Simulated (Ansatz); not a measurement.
Start from `[CH2]1[S][GaH]1` and change one element to get `B1CS1`.

Ansatz, PBE0-D4/def2-TZVP geometries, multiplicity 1. 

Scalar relativity is left out up to krypton.

| property | `[CH2]1[S][GaH]1` |
| --- | --- |
| HOMO–LUMO gap (ωB97M-V/def2-TZVPP) / eV | 9.05 |
| HOMO energy (PBE/def2-TZVPP) / eV | -5.68 |
| zero-point energy (PBE0-D4/def2-TZVP) / kJ/mol | 90.0 |
| HOMO–LUMO gap (B3LYP/def2-TZVPP) / eV | 4.82 |
| ideal-gas entropy at 298 K and 1 bar (rigid rotor, harmonic PBE0-D4/def2-TZVP) / J/(mol·K) | 288 |
| HOMO energy (ωB97M-V/def2-TZVPP) / eV | -8.80 |

Question: What does the change do to each property? (An estimate is asked.)

Answer: The calculation gave: 
| property | `B1CS1` | shift |
| --- | --- | --- |
| HOMO–LUMO gap (ωB97M-V/def2-TZVPP) / eV | 10.57 | 1.52 |
| HOMO energy (PBE/def2-TZVPP) / eV | -6.53 | -0.85 |
| zero-point energy (PBE0-D4/def2-TZVP) / kJ/mol | 104.1 | 14.1 |
| HOMO–LUMO gap (B3LYP/def2-TZVPP) / eV | 5.99 | 1.17 |
| ideal-gas entropy at 298 K and 1 bar (rigid rotor, harmonic PBE0-D4/def2-TZVP) / J/(mol·K) | 260 | -28 |
| HOMO energy (ωB97M-V/def2-TZVPP) / eV | -9.81 | -1.01 |

With PBE0 the HOMO falls by 0.93 eV and the LUMO rises by 0.22 eV, so the gap widens by about 1.15 eV. PBE moves the HOMO by -0.85 eV and ωB97M-V by -1.01 eV.

B3LYP here is the variant with VWN-RPA as its local correlation; programs differ in this.
